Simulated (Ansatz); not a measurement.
`C=C([SiH3])C[SiH3]` + `ClC1=C(Br)C1` → `[SiH3]C1=C(Br)C1` + `C=C([SiH3])CCl`  (formal exchange of groups at the Si–C bond)

Isolated molecules relaxed with PBE0-D4/def2-TZVP in Ansatz; ΔE leaves out vibrations. CBS: MP2 limit from def2 TZ/QZ plus the TZ coupled-cluster correction, frozen cores. For Br outer-core shells are correlated without core-valence functions, which leaves a few kJ/mol of doubt a bond. Scalar relativity is left out up to krypton. One conformer a species, not always the lowest.

`C=C([SiH3])C[SiH3]`:

```xyz
15

C     0.043    0.701   -1.763
C    -0.381    0.316   -0.558
Si   -1.753   -0.949   -0.438
C     0.209    0.866    0.707
Si    1.650   -0.191    1.315
H    -0.370    0.285   -2.676
H     0.822    1.452   -1.883
H    -2.924   -0.352    0.263
H    -2.153   -1.379   -1.803
H    -1.325   -2.136    0.351
H     0.591    1.881    0.553
H    -0.535    0.924    1.510
H     2.754   -0.130    0.321
H     1.228   -1.606    1.480
H     2.145    0.319    2.623
```

`ClC1=C(Br)C1`:

```xyz
7

Cl    2.037    1.443    0.015
C     0.630    0.542    0.009
C    -0.654    0.467    0.035
Br   -2.295    1.271    0.108
C     0.071   -0.847   -0.038
H     0.127   -1.477    0.851
H     0.085   -1.398   -0.980
```

`[SiH3]C1=C(Br)C1`:

```xyz
10

Si    1.249   -0.756   -0.901
C    -0.158   -0.025    0.019
C    -1.398    0.051    0.383
Br   -3.090   -0.651    0.247
C    -0.578    1.093    1.001
H     2.281   -1.208    0.066
H     0.778   -1.906   -1.712
H     1.843    0.278   -1.786
H    -0.637    2.118    0.635
H    -0.290    1.006    2.049
```

`C=C([SiH3])CCl`:

Z-matrix (Å, degrees):
```
Si
C 1 1.876
H 1 1.488 2 109.5
H 1 1.486 2 107.8 3 119.3
H 1 1.484 2 112.0 3 -120.6
C 2 1.493 1 119.6 3 45.3
C 2 1.332 1 120.6 3 -133.4
Cl 6 1.794 2 111.5 1 56.9
H 6 1.090 2 111.9 1 176.6
H 6 1.091 2 111.5 1 -60.8
H 7 1.085 2 121.9 1 1.3
H 7 1.088 2 121.7 1 -179.0
```

```tsv
species	CCSD(T)/def2-TZVPP energy (Eh)
`C=C([SiH3])C[SiH3]`	-698.18977
`ClC1=C(Br)C1`	-3147.63542
`[SiH3]C1=C(Br)C1`	-2978.77463
`C=C([SiH3])CCl`	-867.06420
```

Q: Work out ΔE.

A: ΔE = (-2978.77463) + (-867.06420) − (-698.18977) − (-3147.63542) = -0.01364 Eh = -35.8 kJ/mol. CCSD(T)/CBS gives -38.3 kJ/mol.

Largest T1 diagnostic among the species: 0.011.

In def2-TZVPP, CCSD(T) changes the Hartree–Fock value by +15.6 kJ/mol (the triples alone add +1.9 kJ/mol) and MP2 by +17.8 kJ/mol. From PBE to PBE0 (25 % exact exchange), in def2-TZVPP and without D4, ΔE moves by −3.4 kJ/mol.
